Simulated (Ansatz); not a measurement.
BH$_{4}$Cl$_{2}$OF, closed shell: at a first-order saddle point.

in.yaml

```yaml
crystal:
  periodic: [false, false, false]
  atoms:
    - {symbol: B, position_ang: [-0.051086, 0.642498, -0.456293]}
    - {symbol: H, position_ang: [-0.464027, -0.530092, -1.029989]}
    - {symbol: Cl, position_ang: [1.243752, 1.192111, -1.557929]}
    - {symbol: Cl, position_ang: [-1.578636, 1.597145, -0.417481]}
    - {symbol: H, position_ang: [0.447827, -0.882120, 0.932688]}
    - {symbol: O, position_ang: [0.438835, 0.339478, 0.907309]}
    - {symbol: H, position_ang: [-0.170827, -1.199810, -0.447395]}
    - {symbol: F, position_ang: [0.267002, -1.899547, 0.497107]}
    - {symbol: H, position_ang: [-0.132740, 0.740237, 1.571983]}
basis:
  gaussian: {orbitals: def2-TZVPP}
hamiltonian: {xc: {name: wB97M-V}}
```

Run by:

```bash
ansatz run in.yaml --threads 4 --pin off --events-out ev --progress --plain --max-ram 9574MiB
```

What Ansatz 0.2.0 printed:

```
Functional definition: wB97M-V
  name "wB97M-V"
  cite "Mardirossian & Head-Gordon, J. Chem. Phys. 144, 214110 (2016) doi:10.1063/1.4952647"
  cite "Becke, J. Chem. Phys. 107, 8554 (1997) doi:10.1063/1.475007"
  cite "Vydrov & Van Voorhis, J. Chem. Phys. 133, 244103 (2010) doi:10.1063/1.3521275"
  # Of w^i u^j: cxij and so on, Table III.
  parameter omega = 0.3/bohr
  parameter cx = 0.15
  parameter cx01 = 1.007
  parameter cx10 = 0.259
  parameter css00 = 0.443
  parameter css04 = -1.437
  parameter css10 = -4.535
  parameter css20 = -3.390
  parameter css43 = 4.278
  parameter cos00 = 1.000
  parameter cos10 = 1.358
  parameter cos20 = 2.924
  parameter cos21 = -8.812
  parameter cos60 = -1.390
  parameter cos61 = 9.142
  parameter b = 6.0
  parameter c = 0.01
  gx(w, u) = 1 - cx + cx01*u + cx10*w
  gss(w, u) = css00 + css04*u^4 + css10*w + css20*w^2 + css43*w^4*u^3
  gos(w, u) = cos00 + cos10*w + (cos20 + cos21*u)*w^2 + (cos60 + cos61*u)*w^6
  exchange = spin_sum(e_x_unif_sr(omega)*gx(b97_w, b97_u_x)) + cx*exact_x_sr(omega) + exact_x_lr(omega)
  correlation = spin_sum(e_c_pw_mod_same_spin*gss(b97_w, b97_u_same))
      + integral(e_c_pw_mod_opposite_spin*gos(b97_w_opposite, b97_u_opposite)) + vv10(b, c)
1332 factors; their error is unknown
264 factors; integrals over basis functions are off by at most 1.4e-5 eV
mean field evaluation 1: about -30549.3624 eV, gradient 4.5e1 eV
mean field evaluation 2: about -30549.7463 eV, gradient 4.7e1 eV
mean field evaluation 4: about -30552.7478 eV, gradient 1.4e0 eV
mean field evaluation 8: about -30552.7570 eV, gradient 3.0e-2 eV
mean field evaluation 16: about -30552.7940 eV, gradient 4.0e-5 eV
mean field -30552.79397095 eV, -1122.7944690049 hartree, gradient 4.0e-5 eV, S^2 0.000000; 0 other end points of the search recorded, 0 dependent functions left out
reference -30552.79401131 eV, -1122.7944704881 hartree; 30, 30 occupied and 203, 203 virtual orbitals, 1332 factors
Total energy: -30552.79401131 eV, -1122.7944704881 hartree
```

Time: 7 s of wall clock on 4 CPU threads of an Intel Xeon Platinum 8259CL; the host was shared. Peak host memory: 0.62 GiB.
